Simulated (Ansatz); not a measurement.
`CO[SiH3]` and `[SiH3][O][SnH3]` differ in one atom or group.

Ansatz, PBE0-D4/def2-TZVP geometries, multiplicity 1. 

Elements past krypton have def2 core potentials.

```tsv
property	`CO[SiH3]`
HOMO energy (B3LYP/def2-TZVPP) / eV	-7.97
zero-point energy (PBE0-D4/def2-TZVP) / kJ/mol	176.1
HOMO energy (PBE0/def2-TZVPP) / eV	-8.19
size of the dipole moment (B3LYP/def2-TZVPP) / D	1.10
LUMO energy (B3LYP/def2-TZVPP) / eV	0.06
HOMO–LUMO gap (PBE0/def2-TZVPP) / eV	8.48
```

Task: What does the change do to each property? (Best estimate.)

Result: The calculation gave: 
| property | `[SiH3][O][SnH3]` | shift |
| --- | --- | --- |
| HOMO energy (B3LYP/def2-TZVPP) / eV | -8.04 | -0.07 |
| zero-point energy (PBE0-D4/def2-TZVP) / kJ/mol | 129.3 | -46.8 |
| HOMO energy (PBE0/def2-TZVPP) / eV | -8.25 | -0.06 |
| size of the dipole moment (B3LYP/def2-TZVPP) / D | 2.04 | 0.94 |
| LUMO energy (B3LYP/def2-TZVPP) / eV | -1.00 | -1.06 |
| HOMO–LUMO gap (PBE0/def2-TZVPP) / eV | 7.49 | -0.99 |

With PBE0 the HOMO falls by 0.06 eV and the LUMO falls by 1.05 eV, so the gap narrows by about 0.99 eV. PBE moves the HOMO by -0.16 eV and ωB97M-V by 0.01 eV. Dipoles are sizes alone; their direction can turn.

B3LYP here is the variant with VWN-RPA as its local correlation; programs differ in this.
